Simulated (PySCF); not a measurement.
A calculated (M06, PySCF 2.14, aug-cc-pVQZ, the non-relativistic Hamiltonian (point nucleus)) atom or ion has these occupied shells.

| shell | electrons | orbital energy (eV) | rms radius, mean of both spins (bohr) |
| --- | --- | --- | --- |
| 1s α | 1 | -56.063 | 0.670 |
| 1s β | 1 | -55.848 | 0.670 |
| 2s α | 1 | -3.501 | 4.24 |

Task: Name the element and its charge.

Result: Li (lithium, neutral), in [He] 2s1, 2S determinant.
